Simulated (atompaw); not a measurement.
## Plane-wave convergence, PAW (atompaw) potential for Xe

| Quantity | Value |
| --- | --- |
| Element | xenon (Xe) |
| Generator | atompaw 4.2.0.5 |
| Type | PAW |
| Functional | PBE |
| Relativity | non-relativistic |
| Frozen core | [Kr] 4d10 |
| Valence charge | 8 |
| Reference configuration | 5s2 5p5.5 (charge +0.5) |
| Partial waves | 5s (bound): rc 1.60 bohr; 5s channel at 1.45 Ry: rc 1.60 bohr; 5p (bound): rc 1.60 bohr; 5p channel at 2.35 Ry: rc 1.60 bohr; 5d channel at 0.3 Ry: rc 1.60 bohr; 5d channel at 1.35 Ry: rc 1.60 bohr |
| Local potential | ultrasoft scheme with l = 3 at 0 Ry, radius 1.30 bohr |
| Core correction | smooth core density matched at 1.50 bohr |
| Augmentation charge | sinc compensation charge, radius 1.15 bohr; PAW radius 1.60 bohr; waves and projectors: custom polynom gramschmidtortho |

The pseudo-atom Hamiltonian at the reference potential is diagonalised in spherical Bessel functions j_l(qr) that vanish at 20 bohr, with q² up to the cutoff. All-electron valence levels (Ry): 5s -1.6580, 5p -0.9208.

How do the lowest levels (Ry) of each channel move with the cutoff, and are there ghosts?

| cutoff (Ry) | s #1 | s #2 | p #1 | p #2 | p #3 | d #1 | d #2 | f #1 | Σ f·Δε (mRy) |
| --- | --- | --- | --- | --- | --- | --- | --- | --- | --- |
| 8 | -5.6475 | -0.9668 | -1.0999 | -0.1061 | 0.0065 | -0.1813 | -0.0047 | 0.0376 | 2367.4 |
| 10 | -7.9312 | -1.2913 | -1.1107 | -0.1077 | 0.0056 | -0.2039 | -0.0069 | 0.0376 | 1777.9 |
| 15 | -13.3982 | -1.6002 | -1.2707 | -0.1452 | -0.0108 | -0.3320 | -0.0156 | 0.0375 | 2040.3 |
| 18 | -15.8978 | -1.6489 | -2.5228 | -0.7182 | -0.0804 | -1.2720 | -0.0486 | 0.0375 | 1132.3 |
| 25 | -17.2135 | -1.6569 | -8.2842 | -0.9165 | -0.0916 | -3.6206 | -0.0872 | 0.0375 | 25.9 |
| 30 | -17.5469 | -1.6570 | -9.8210 | -0.9199 | -0.0918 | -4.4328 | -0.0931 | 0.0375 | 6.9 |
| 35 | -17.6950 | -1.6573 | -10.5216 | -0.9200 | -0.0918 | -4.7264 | -0.0944 | 0.0375 | 5.6 |
| 45 | -17.8158 | -1.6579 | -10.9753 | -0.9204 | -0.0918 | -4.8439 | -0.0945 | 0.0375 | 2.3 |
| 50 | -17.8649 | -1.6580 | -11.0595 | -0.9206 | -0.0918 | -4.8573 | -0.0945 | 0.0375 | 1.2 |
| 60 | -17.9176 | -1.6580 | -11.1639 | -0.9207 | -0.0919 | -4.8630 | -0.0946 | 0.0375 | 0.4 |
| 70 | -17.9550 | -1.6580 | -11.2239 | -0.9208 | -0.0919 | -4.8657 | -0.0946 | 0.0375 | 0.2 |
| 400 | -17.9895 | -1.6580 | -11.2891 | -0.9208 | -0.0919 | -4.8714 | -0.0946 | 0.0375 | 0.0 |

Result: ghost states, extra bound levels that the all-electron valence spectrum of the same l lacks: s at -244.8 eV, p at -153.6 eV, d at -66.3 eV (a true bound ghost makes a file unfit for plane-wave use); 10 mRy is reached at 30 Ry and 1 mRy at 55 Ry.
